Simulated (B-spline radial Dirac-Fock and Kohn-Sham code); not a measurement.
# Dipole and non-dipole photoemission parameters of Au³⁺ 3s

System: gold as Au³⁺, [Xe] 4f14 5d8; threshold 3441.2 eV (orbital energy of the model). Calculated with a radial finite-basis atomic code, using Dirac-Hartree-Slater photoionisation with a Latter tail; cross sections with all multipoles, angular parameters from the dipole term and its interference with E2.

Input file task.json (cfg lists n, l and occupation; rrms is the nuclear radius in fm):

```json
{"items": [{
  "Z": 79,
  "q": 3,
  "cfg": [[1, 0, 2], [2, 0, 2], [2, 1, 6], [3, 0, 2], [3, 1, 6], [3, 2, 10], [4, 0, 2], [4, 1, 6], [4, 2, 10], [4, 3, 14], [5, 0, 2], [5, 1, 6], [5, 2, 8]],
  "A": 197,
  "rrms": 5.4371,
  "do": "xps",
  "hv": [51.3, 60, 74.3, 100, 111.0, 122.0, 126.0, 200, 202.0, 227.0, 291.0, 300, 400, 475.0, 511.0, 600, 724.0, 885.0, 1310.0, 1510.0, 2770.0, 3090.0, 4170.0, 4220.0, 7520.0, 8000.0, 9251.7, 11300.0, 13600.0, 15000]
}]}
```

Launch: `python xray2_run.py task.json out`

| hν (eV) | σ (kb) | β | γ |
| --- | --- | --- | --- |
| 4170 | 17.3 | 1.889 | 1.020 |
| 4220 | 17.0 | 1.890 | 0.990 |
| 7520 | 6.86 | 1.923 | 0.070 |
| 8000 | 6.16 | 1.925 | 0.013 |
| 9251.7 | 4.76 | 1.929 | -0.093 |
| 11300 | 3.31 | 1.934 | -0.170 |
| 13600 | ? | ? | ? |
| 15000 | 1.93 | 1.938 | -0.140 |

Problem. Give the values at 13600 eV.

Solution. σ = 2.33 kb, β = 1.936, γ = -0.171. For an s subshell δ is negligible.
